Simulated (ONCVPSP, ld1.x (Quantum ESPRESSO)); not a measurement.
## Potentials for zirconium (Zr) compared

Generated with ld1.x 7.5 (TM, RRKJ, ultrasoft, PAW), atompaw 4.2 or ONCVPSP 4.0.1. The cutoff is in Ry: for ld1.x and atompaw files where the sum of valence levels is converged to 10 mRy in a Bessel basis, for ONCV files where the hardest occupied wave has 1 mHa per electron of residual kinetic energy. The error is the largest all-electron minus pseudo excitation energy over each file’s own four to seven test configurations (ionisations up to +4, promotions, holes and added fractions of an electron), all of which were solved. The labels leave out finer settings (local radius, basis sizes, second energies), which also bear on the numbers. Spin-polarised tests are not counted. The rows are a selection from randomly drawn settings: files with unsolved tests, undetermined cutoffs or missed reference levels are left out.

A true bound ghost makes a file unfit for plane-wave use even where its test errors are small: the radial tests pick states by their node count and pass the ghost by.

| potential | cutoff (Ry) | largest error (meV) | bound ghosts |
| --- | --- | --- | --- |
| TM, PBE, fully relativistic, rc 2.30/3.75/1.60 (spd), local d, core correction yes, reference 4d2 5s1 5p0 | 30 | -286 | s, p3/2, p1/2 |
| ONCV, PBE, scalar-relativistic, rc 1.65/1.75/2.65 (spd), local smoothed, core correction no, reference 4s2 4p6 4d2.5 5s1.5, qcut 6/8.2/6.7, projectors 2/2/2 | 39 | -3.1 | none |

Fill in the row for Zr: TM semilocal, PBE, scalar-relativistic, rc 2.10/1.30/2.10 (spd), local s, core correction yes, reference 4p6 4d1 5s0 5p0.

cutoff 60 Ry, largest error +228 meV, bound ghosts: none.

Fill in the row for Zr: ONCV, PBE, scalar-relativistic, rc 3.00/1.90/2.30/2.90 (spdf), local smoothed, core correction yes, reference 4p6 4d2 5s2, qcut 2.4/8.3/8.1/3.5, projectors 2/2/2/1.

cutoff 41 Ry, largest error +115 meV, bound ghosts: none.

Fill in the row for Zr: TM, BLYP, scalar-relativistic, rc 1.50/1.95/1.55/1.50 (spdf), local p, core correction yes, reference 4s2 4p6 4d1 5s0 5p0.

cutoff 60 Ry, largest error +437 meV, bound ghosts: none.
